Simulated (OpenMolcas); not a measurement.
CuH⁺ at 1.471 Å: OpenMolcas input and output

Input (each module block was a call of its own in one work directory; start orbitals came from a preliminary run):

```
&GATEWAY
Coord
2
angstrom
Cu 0.0 0.0 0.0
H 0.0 0.0 1.4710
Basis=ANO-RCC-VTZP
Group=XY
RX2C
AMFI
ANGMom
0.0 0.0 0.0
RICD
&SEWARD
&GUESSORB
* RASSCF and CASPT2 blocks for each multiplicity and irrep, as for the first:
&RASSCF
FileOrb=$CurrDir/o21.orb
Symmetry=1
Spin=2
nActEl=11 0 0
Inactive=5 4
RAS2=5 2
CIRoot=3 3 1
Linear
Iterations=120 100
OrbListing=Nothing
PRWF=0.15
>>COPY $Project.RasOrb $CurrDir/o21.orb
>>COPY $Project.rasscf.h5 $CurrDir/r21.h5
&CASPT2
XMultistate=all
Imaginary=0.2
IPEA=0.25
MaxIter=40
>>COPY $Project.JobMix JOB001
&RASSI
Nr of JobIphs=2 3 2
1 2 3
1 2
SpinOrbit
EJob
Omega
MEES
MESO
Properties=4
'AngMom' 3 'Mltpl  1' 1 'Mltpl  1' 2 'Mltpl  1' 3
Thrs=1.0d-4
>>COPY $Project.rassi.h5 $CurrDir/so.h5
```

```bash
pymolcas m.inp
```

C2 symmetry about the axis (a holds Σ, Δ, Γ; b holds Π, Φ, H; Σ⁺ and Σ⁻ are not told apart); roots by multiplicity and irrep: 2a 3, 2b 2.

RASSI part of the output, in excerpt:

```
SPIN-FREE ENERGIES:
  (Shifted by EMIN (a.u.) =      -1654.1807340966)
 SF State       Relative EMIN(au)   Rel lowest level(eV)    D:o, cm**(-1)      Abs_M
     1             0.0000000000        0.0000000000              0.0000         0.0
     2             0.0279593274        0.7608120575           6136.3631         2.0
     3             0.0279603790        0.7608406734           6136.5939         2.0
     4             0.0368239845        1.0020316665           8081.9304         1.0
     5             0.0368239845        1.0020316665           8081.9304         1.0
++ Dipole transition strengths (spin-free states):
     for osc. strength at least  1.00000000E-05
      From   To        Osc. strength     Einstein coefficients Ax, Ay, Az (sec-1)    Total A (sec-1)
         1    4       2.06570831E-05  1.12987827E+02  7.87009953E+02  0.00000000E+00  8.99997780E+02
         1    5       2.06570767E-05  7.87009623E+02  1.12987880E+02  0.00000000E+00  8.99997503E+02
 Electric-quadrupole - electric-quadrupole not included
 Electric-dipole - electric-octupole not included
 Electric-dipole - magnetic-quadrupole not included
   Eigenvalues of complex Hamiltonian:
  (Shifted by EMIN (a.u.) =      -1654.1807340966)
 SO State       Relative EMIN(au)   Rel lowest level(eV)    D:o, cm**(-1)      Omega
     1            -0.0004615296        0.0000000000              0.0000         0.5
     2            -0.0004615296        0.0000000000              0.0000         0.5
     3             0.0242483660        0.6723905133           5423.1952         2.5
     4             0.0242483660        0.6723905133           5423.1952         2.5
     5             0.0292730673        0.8091196014           6525.9897         1.5
     6             0.0292730673        0.8091196014           6525.9897         1.5
     7             0.0373618910        1.0292277062           8301.2813         1.5
     8             0.0373618910        1.0292277062           8301.2813         1.5
     9             0.0391458809        1.0777725442           8692.8218         0.5
    10             0.0391458809        1.0777725442           8692.8218         0.5
 Weights of the five most important spin-orbit-free states for each spin-orbit state.
 SO State  Total energy (au)           Spin-free states, spin, and weights
    1        -0.000462       1 0.5  0.9883    4 0.5  0.0058    5 0.5  0.0058    2 0.5  0.0000    3 0.5  0.0000
    2        -0.000462       1 0.5  0.9883    4 0.5  0.0058    5 0.5  0.0058    2 0.5  0.0000    3 0.5  0.0000
    3         0.024248       2 0.5  0.5001    3 0.5  0.4999    4 0.5  0.0000    5 0.5  0.0000    1 0.5  0.0000
    4         0.024248       2 0.5  0.5001    3 0.5  0.4999    4 0.5  0.0000    5 0.5  0.0000    1 0.5  0.0000
    5         0.029273       3 0.5  0.3518    2 0.5  0.3517    5 0.5  0.1482    4 0.5  0.1482    1 0.5  0.0000
    6         0.029273       3 0.5  0.3518    2 0.5  0.3517    5 0.5  0.1482    4 0.5  0.1482    1 0.5  0.0000
    7         0.037362       5 0.5  0.3518    4 0.5  0.3518    3 0.5  0.1483    2 0.5  0.1482    1 0.5  0.0000
    8         0.037362       5 0.5  0.3518    4 0.5  0.3518    3 0.5  0.1483    2 0.5  0.1482    1 0.5  0.0000
    9         0.039146       4 0.5  0.4942    5 0.5  0.4942    1 0.5  0.0117    3 0.5  0.0000    2 0.5  0.0000
   10         0.039146       4 0.5  0.4942    5 0.5  0.4942    1 0.5  0.0117    3 0.5  0.0000    2 0.5  0.0000
++ Dipole transition strengths (SO states):
        for osc. strength at least   1.00000000E-05
      From   To        Osc. strength     Einstein coefficients Ax, Ay, Az (sec-1)    Total A (sec-1)
         1    7       1.46681182E-05  3.37114011E+02  3.37114149E+02  0.00000000E+00  6.74228160E+02
         1    9       2.22184930E-05  5.59948763E+02  5.59949007E+02  0.00000000E+00  1.11989777E+03
         2    8       1.46681182E-05  3.37114011E+02  3.37114149E+02  0.00000000E+00  6.74228160E+02
         2   10       2.22184930E-05  5.59948763E+02  5.59949007E+02  0.00000000E+00  1.11989777E+03
 Electric-quadrupole - electric-quadrupole not included
 Electric-dipole - electric-octupole not included
 Electric-dipole - magnetic-quadrupole not included
```

Only roots inside an energy window near the equilibrium distance were included, so the list of states is not complete; labels number the states computed. Each spin and symmetry block has orbitals of its own, averaged over its own roots, so gaps between blocks are less sure than gaps within one and near the minimum can be off by tenths of an eV, in bad cases by more. No Rydberg orbitals are active, so Rydberg states, and σ→σ* states whose orbital the CASSCF left unused, can be missing between those listed. No roots were computed in blocks 4a, 4b (none fell in the window or the block failed), so states of that kind are missing and can lie low or lowest. For d and f metals this valence active space lacks a second d shell: the order of states is not reliable within half an eV or more, and the lowest computed state need not be the true ground state.
